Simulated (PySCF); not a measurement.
**Spinor energies of W³⁵⁺ (tungsten, charge +35)**

Start: [Kr] 4d3; 4d3/2 filled at m_j = -1/2, +1/2, +3/2. Calculated with PySCF 2.14 in an uncontracted even-tempered set (17 s from 3.7 bohr⁻², ratio 2.8; 14 p from 4.8 bohr⁻², ratio 2.8; 9 d from 4.8 bohr⁻², ratio 2.8; 3 f from 18 bohr⁻², ratio 3): generalised Hartree-Fock with the X2C-1e Hamiltonian and a Gaussian nucleus; one run each with spin-orbit coupling (SO) switched off, then screened by Boettger's factors.

```tsv
spinor shell	electrons	ε, spin-free (eV)	ε, screened SO (eV)	weight of nominal j (screened SO)	rms radius, screened SO (bohr)
1s1/2	2	-71353.9	-71331.2	1.000	0.0208
2s1/2	2	-13664.2	-13656.2	1.000	0.0839
2p1/2	2	-12136.9	-13104.8	1.000	0.0713
2p3/2	4	-12136.9	-11742.4	1.000	0.0787
3s1/2	2	-4296.6	-4293.4	1.000	0.212
3p1/2	2	-3834.1	-4050.0	1.000	0.204
3p3/2	4	-3834.1	-3743.3	1.000	0.218
3d3/2	4	-3304.0	-3344.7	1.000	0.192
3d5/2	6	-3304.0	-3273.4	1.000	0.196
4s1/2	2	-1870.8	-1869.4	1.000	0.444
4p1/2	2	-1694.1	-1767.6	0.999	0.446
4p3/2	4	-1694.1	-1662.1	0.999	0.474
4d3/2	3	-1503.8	-1510.7	0.995	0.458
```

```json
{"quantity": "E (hartree)", "spin-free": "-15431.10055", "screened SO": "-15451.28394"}
{"quantity": "M_J", "spin-free": "3/2", "screened SO": "3/2"}
{"quantity": "⟨J²⟩", "spin-free": "6.751", "screened SO": "3.792"}
{"quantity": "⟨L²⟩", "spin-free": "12.001", "screened SO": "7.955"}
{"quantity": "⟨S²⟩", "spin-free": "3.750", "screened SO": "2.174"}
```

Each row is a mean over spinors that exchange with the open shell spreads, by up to 12.421 eV (4p1/2).

Breit and QED terms are absent; they matter most for the inner s and p1/2 levels.

Densities and radii are taken from the X2C orbitals without a picture-change correction, which distorts them close to the nucleus.

Without spin-orbit coupling the j labels of p, d and f shells carry no meaning; the spin-free column gives the mean over the occupied spinors of each nl shell, and its ⟨J²⟩ belongs to a mixture of degenerate components.
